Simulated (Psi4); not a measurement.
C4H6F2O2 (SMILES C=COC(F)(F)CO), singlet, geometry from GFN2-xTB; HF/STO-3G in Psi4.

The Psi4 input:
```
memory 2 GB

molecule mol {
0 1
  C    -1.985249    0.925016    1.047311
  C    -1.200067    1.451804    0.128268
  O    -0.216471    0.855388   -0.628683
  C     0.156037   -0.444421   -0.427654
  F     0.883140   -0.781185   -1.515040
  F    -0.910148   -1.293014   -0.440339
  C     0.983308   -0.670066    0.848311
  O     2.085457    0.183564    0.893437
  H    -2.711625    1.549049    1.532843
  H    -1.970731   -0.110905    1.333254
  H    -1.251777    2.490560   -0.164063
  H     0.322427   -0.529871    1.715654
  H     1.362978   -1.694005    0.840977
  H     1.815737    1.077352    0.644307
}

set basis sto-3g
set reference rhf

energy('scf')
print_variables()
```

Q: Write the output that Psi4 gives for this input, abridged.

A: 
```
   => Loading Basis Set <=

    Name: STO-3G
    Role: ORBITAL
    Keyword: BASIS

         ---------------------------------------------------------
                                   SCF
               by Justin Turney, Rob Parrish, Andy Simmonett
                          and Daniel G. A. Smith
                              RHF Reference
         ---------------------------------------------------------

  ==> Geometry <==

    Molecular point group: c1
    Full point group: C1

    Geometry (in Angstrom), charge = 0, multiplicity = 1:

       Center              X                  Y                   Z               Mass
    ------------   -----------------  -----------------  -----------------  -----------------
         C           -2.004417045292     0.964010064633     1.110280767091    12.000000000000
         C           -1.219235045292     1.490798064633     0.191237767091    12.000000000000
         O           -0.235639045292     0.894382064633    -0.565713232909    15.994914619570
         C            0.136868954708    -0.405426935367    -0.364684232909    12.000000000000
         F            0.863971954708    -0.742190935367    -1.452070232909    18.998403162730
         F           -0.929316045292    -1.254019935367    -0.377369232909    18.998403162730
         C            0.964139954708    -0.631071935367     0.911280767091    12.000000000000
         O            2.066288954708     0.222558064633     0.956406767091    15.994914619570
         H           -2.730793045292     1.588043064633     1.595812767091     1.007825032230
         H           -1.989899045292    -0.071910935367     1.396223767091     1.007825032230
         H           -1.270945045292     2.529554064633    -0.101093232909     1.007825032230
         H            0.303258954708    -0.490876935367     1.778623767091     1.007825032230
         H            1.343809954708    -1.655010935367     0.903946767091     1.007825032230
         H            1.796568954708     1.116346064633     0.707276767091     1.007825032230

  Running in c1 symmetry.

  Rotational constants: A =      0.09103  B =      0.05958  C =      0.04914 [cm^-1]
  Rotational constants: A =   2728.87251  B =   1786.04077  C =   1473.07183 [MHz]
  Nuclear repulsion =  421.338595205392778

  Charge       = 0
  Multiplicity = 1
  Electrons    = 64
  Nalpha       = 32
  Nbeta        = 32

  ==> Algorithm <==

  SCF Algorithm Type is DF.
  DIIS enabled.
  MOM disabled.
  Fractional occupation disabled.
  Guess Type is SAD.
  Energy threshold   = 1.00e-06
  Density threshold  = 1.00e-06
  Integral threshold = 1.00e-12

  ==> Primary Basis <==

  Basis Set: STO-3G
    Blend: STO-3G
    Number of shells: 30
    Number of basis functions: 46
    Number of Cartesian functions: 46
    Spherical Harmonics?: true
    Max angular momentum: 1

   => Loading Basis Set <=

    Name: (STO-3G AUX)
    Role: JKFIT
    Keyword: DF_BASIS_SCF

  ==> Integral Setup <==

  SCF_SUBTYPE=INCORE selected. In-core MEM_DF algorithm will be used.
  Using in-core AOs.

  ==> MemDFJK: Density-Fitted J/K Matrices <==

    J tasked:                   Yes
    K tasked:                   Yes
    wK tasked:                   No
    Algorithm:                 Core
    Schwarz Cutoff:           1E-12
    Mask sparsity (%):       2.0794
    Fitting Condition:        1E-10

   => Auxiliary Basis Set <=

  Basis Set: (STO-3G AUX)
    Blend: DEF2-UNIVERSAL-JKFIT
    Number of shells: 236
    Number of basis functions: 716
    Number of Cartesian functions: 848
    Spherical Harmonics?: true
    Max angular momentum: 4

  Minimum eigenvalue in the overlap matrix is 1.8567910160E-01.
  Reciprocal condition number of the overlap matrix is 7.9954075443E-02.
    Using symmetric orthogonalization.

  ==> Pre-Iterations <==

  SCF Guess: Superposition of Atomic Densities via on-the-fly atomic UHF (no occupation information).

   -------------------------
    Irrep   Nso     Nmo
   -------------------------
     A         46      46
   -------------------------
    Total      46      46
   -------------------------

  ==> Iterations <==

                           Total Energy        Delta E     RMS |[F,P]|

   @DF-RHF iter SAD:  -492.15098308641126   -4.92151e+02   0.00000e+00
   @DF-RHF iter   1:  -496.58432678821191   -4.43334e+00   1.25331e-02 DIIS/ADIIS
   @DF-RHF iter   2:  -496.80001912886087   -2.15692e-01   3.89315e-03 DIIS/ADIIS
   @DF-RHF iter   3:  -496.81936728726163   -1.93482e-02   7.47372e-04 DIIS/ADIIS
   @DF-RHF iter   4:  -496.82071302618164   -1.34574e-03   2.72045e-04 DIIS/ADIIS
   @DF-RHF iter   5:  -496.82083353540929   -1.20509e-04   5.01037e-05 DIIS
   @DF-RHF iter   6:  -496.82084118115108   -7.64574e-06   1.16715e-05 DIIS
   @DF-RHF iter   7:  -496.82084156991527   -3.88764e-07   2.96157e-06 DIIS
   @DF-RHF iter   8:  -496.82084159709132   -2.71760e-08   8.48989e-07 DIIS
  Energy and wave function converged.

  ==> Post-Iterations <==

    Orbital Energies [Eh]
    ---------------------

    Doubly Occupied:

[...]
    Virtual:

[...]
    Final Occupation by Irrep:
              A
    DOCC [    32 ]
    NA   [    32 ]
    NB   [    32 ]

  @DF-RHF Final Energy:  -496.82084159709132

   => Energetics <=

    Nuclear Repulsion Energy =            421.3385952053927781
    One-Electron Energy =               -1527.1169798435062148
    Two-Electron Energy =                 608.9575430410221770
    Total Energy =                       -496.8208415970913165

Computation Completed

Properties will be evaluated at   0.000000,   0.000000,   0.000000 [a0]

Properties computed using the SCF density matrix

 Multipole Moments:

 ------------------------------------------------------------------------------------
     Multipole            Electronic (a.u.)      Nuclear  (a.u.)        Total (a.u.)
 ------------------------------------------------------------------------------------

 L = 1.  Multiply by 2.5417464519 to convert [e a0] to [Debye]
 Dipole X            :          1.8066646           -2.3182327           -0.5115681
 Dipole Y            :         -4.3272796            4.7160442            0.3887647
 Dipole Z            :         -7.1137182            7.6157363            0.5020181
 Magnitude           :                                                    0.8153907

 ------------------------------------------------------------------------------------

  Variable Map:
  ----------------------------------------------------------------------------
[...]
  Array Variable Map:
  ----------------------------------------------------------------------------
[...]
[...]
```
